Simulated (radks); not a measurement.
Dipole-allowed excitations along the series with 18 electrons in [Ar]. All-electron calculation, non-relativistic Kohn-Sham, exchange-only LDA, spin-unpolarised, spherical densities, point nucleus. Program: a radial shooting solver on a logarithmic mesh with Libxc functionals. Time-dependent linear response with the Hartree and adiabatic exchange-only LDA kernel, continuum included through the Sternheimer equations. Lines are the poles of the dipole polarisability below minus the highest occupied eigenvalue, found on a grid refined at the orbital gaps; the lowest seven at most are given, and weak or close lines can be missed. The first line takes the name of the lowest orbital gap if no other gap lies below it; otherwise a line is named after a gap within 0.6 % of it, if that gap stands alone.

| species | -e(HOMO) (eV) | lowest orbital gap (eV) | first line (eV) | f | strongest line (eV) | its f | static alpha (bohr^3) |
|---|---|---|---|---|---|---|---|
| Ca2+ | 41.479 | 3p-3d 26.655 | 28.004 (3p-4s) | 0.445 | 32.787 (unassigned) | 2.82 | 3.412 |
| Sc3+ | 62.858 | 3p-3d 31.757 | 39.186 (3p-4s) | 0.937 | 41.409 (unassigned) | 3.54 | 2.197 |
| Ti4+ | 87.506 | 3p-3d 36.480 | 48.153 (3p-3d) | 4.30 | the first | 4.30 | 1.516 |
| V5+ | 115.35 | 3p-3d 40.994 | 54.376 (3p-3d) | 3.82 | the first | 3.82 | 1.098 |
| Cr6+ | 146.36 | 3p-3d 45.375 | 60.170 (3p-3d) | 3.44 | the first | 3.44 | 0.8237 |
| Mn7+ | 180.50 | 3p-3d 49.661 | 65.720 (3p-3d) | 3.12 | the first | 3.12 | 0.6357 |
